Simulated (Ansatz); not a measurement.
H3BS2, singlet, geometry from GFN2-xTB, with bond 2-1 at 1.4 times its length; SC-NEVPT2/def2-SVP, CASSCF(6,5) in Ansatz (a quantum-chemistry and plane-wave program).

The Ansatz input:
Ansatz 0.2 input:
```yaml
crystal:
  periodic: [false, false, false]
  atoms:
    - {symbol: B, position_ang: [-0.52548980, -0.32578420, 0.29587460]}
    - {symbol: H, position_ang: [-1.77744154, -1.10194784, 1.00078020]}
    - {symbol: S, position_ang: [1.14130785, -0.59612240, 0.86854028]}
    - {symbol: H, position_ang: [0.85965427, -1.46531192, 1.83222701]}
    - {symbol: S, position_ang: [-0.80898060, 0.80215298, -1.05565560]}
    - {symbol: H, position_ang: [-2.12970029, 0.67793047, -1.11713349]}
basis:
  gaussian:
    orbitals: def2-SVP
magnetization: {spin_polarized: false}
correlation: {method: sc_nevpt2, electrons: all, active_space: {window: {electrons: 6, orbitals: 5}}}
```

### Question
Predict the main parts of the log of this Ansatz run.

### Answer

```
Functional definition: HF
625 factors; integrals over basis functions are off by at most 1.2e-3 eV
mean field evaluation 1: about -22345.5236 eV, gradient 1.5e1 eV
mean field evaluation 2: about -22345.5682 eV, gradient 1.6e1 eV
mean field evaluation 4: about -22346.7493 eV, gradient 2.1e0 eV
mean field evaluation 8: about -22346.7727 eV, gradient 1.3e-1 eV
mean field -22346.77276229 eV, -821.2287518275 hartree, gradient 7.2e-6 eV, S^2 0.000000; 0 other end points of the search recorded, 0 dependent functions left out
reference -22346.77276229 eV, -821.2287518275 hartree; 20, 20 occupied and 45, 45 virtual orbitals, 625 factors
state -22347.86634531 eV, -821.2689402622 hartree
state -22347.86634531 eV, -821.2689402622 hartree; corrected -22356.94404842 eV, -821.6025396984 hartree
state -22347.79814514 eV, -821.2664339521 hartree
state -22347.79814514 eV, -821.2664339521 hartree; corrected -22356.99727645 eV, -821.6044957927 hartree
state -22347.79814514 eV, -821.2664339521 hartree; corrected -22356.99727645 eV, -821.6044957927 hartree
WARN: the results are in doubt because another end's mean lies 0.068 eV lower, and its corrected mean 0.053 eV higher
Total energy: -22356.99727645 eV, -821.6044957927 hartree
In doubt: another end's mean lies 0.068 eV lower, and its corrected mean 0.053 eV higher
```
